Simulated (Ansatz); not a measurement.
Ge3Te3⁺. Total charge 1; doublet. Geometry r2SCAN-D4/def2-SVP, that of the neutral singlet; atoms count from 1.

Cartesian coordinates in Å:
```
Ge 0.738 0.767 1.152
Ge 1.416 -0.502 -2.047
Ge -1.998 -1.391 0.759
Te 1.163 1.889 -1.249
Te -1.923 1.099 1.226
Te 0.604 -1.861 0.158
```

In the def2 sets Te takes a core potential; there is no spin–orbit coupling. Another isomer (singlet) lies 0.08 eV lower at PBE0-D4/def2-TZVP; other spin states weren't run for this one.

(1) Estimate the Mulliken populations from the PBE0/def2-SVP orbitals of Ansatz.

(2) Where does the spin sit?

(3) And the Mayer bond orders between heavy atoms (over 0.3)?

## Answers

(1) 
```csv
atom,charge (e),spin (α − β)
Ge1,0.24,0.26
Ge2,0.35,0.08
Ge3,0.35,0.08
Te4,0.04,0.14
Te5,0.03,0.12
Te6,-0.01,0.32
```
Mulliken values depend strongly on the basis.

(2) Summed by element: Ge 0.42, Te 0.58, of 1 unpaired in all. Largest on single atoms: Te6 0.32, Ge1 0.26, Te4 0.14.

(3) Ge1–Te4 0.93 (2.68 Å); Ge1–Te5 0.93 (2.68 Å); Ge1–Te6 0.80 (2.81 Å); Ge2–Te4 1.37 (2.53 Å); Ge2–Te6 0.79 (2.71 Å); Ge3–Te5 1.37 (2.53 Å); Ge3–Te6 0.78 (2.71 Å).
